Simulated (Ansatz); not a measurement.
Consider the ligand exchange at a Ge–O bond: `OC[O][GeH3]` + `OCS` → `OC[S][GeH3]` + `OCO`.

Calculated with Ansatz (gas phase, PBE0-D4/def2-TZVP geometries, no zero-point term in ΔE). CCSD(T)/CBS adds triple-zeta CCSD(T) − MP2 to the extrapolated MP2 energy (def2 sets, frozen cores). This one scheme is used for every species. DFT in def2-TZVPP. B3LYP here is the variant with VWN-RPA as its local correlation; programs differ in this. For Ge outer-core shells are correlated without core-valence functions, which leaves a few kJ/mol of doubt a bond. Scalar relativity is left out up to krypton. Each species was taken in one conformer, which may not be the lowest.

`OC[O][GeH3]`:

Cartesian coordinates in Å:
```
O 1.140 2.004 -0.436
C 0.517 0.781 -0.623
O 0.241 0.198 0.619
Ge -0.643 -1.351 0.670
H 0.557 2.552 0.099
H 1.222 0.172 -1.203
H -0.418 0.893 -1.200
H -0.792 -1.656 2.161
H 0.182 -2.425 -0.063
H -2.006 -1.168 -0.025
```

`OCS`:

Z-matrix (Å, degrees):
```
C
S 1 1.793
O 1 1.405 2 110.6
H 1 1.095 2 109.2 3 123.4
H 1 1.097 2 104.5 3 -120.8
H 2 1.343 1 96.4 3 -70.0
H 3 0.962 1 108.1 2 177.5
```

`OC[S][GeH3]`:

Z-matrix (Å, degrees):
```
C
S 1 1.831
O 1 1.392 2 115.0
H 1 1.096 2 108.5 3 127.1
H 1 1.090 2 105.1 3 -117.1
Ge 2 2.215 1 99.5 3 -85.0
H 3 0.962 1 109.1 2 61.8
H 6 1.539 2 110.0 1 -62.9
H 6 1.532 2 106.9 1 176.2
H 6 1.543 2 110.0 1 56.7
```

`OCO`:

Cartesian coordinates in Å:
```
O -0.438 1.074 0.376
C 0.184 -0.176 0.322
O 0.113 -0.765 -0.942
H 0.019 1.659 -0.237
H -0.317 -0.780 1.085
H 1.253 -0.111 0.550
H -0.815 -0.901 -1.154
```

CCSD(T)/CBS gives -39.5 kJ/mol.

Task: Another level gave -38.6 kJ/mol. Which?
A. PBE-D4/def2-TZVPP
B. B3LYP-D4/def2-TZVPP
C. HF/def2-TZVPP
D. SCS-MP2/def2-TZVPP

Result: B. B3LYP-D4 -38.6, SCS-MP2/def2-TZVPP -31.5, PBE-D4 -48.5, HF/def2-TZVPP -24.4 kJ/mol.

Largest T1 diagnostic among the species: 0.012.

The D4 term adds −3.6 kJ/mol with B3LYP and −1.9 kJ/mol with PBE0; it sums over pairs of atoms, weighted by their polarisabilities, and B3LYP, whose exchange is more repulsive, gets the larger term. In def2-TZVPP, CCSD(T) changes the Hartree–Fock value by −10.9 kJ/mol (the triples alone add −2.4 kJ/mol) and MP2 by −13.3 kJ/mol.

CCSD(T)/CBS has its own doubt, a few kJ/mol and more with outer-core shells, so smaller differences from it don't rank the levels.
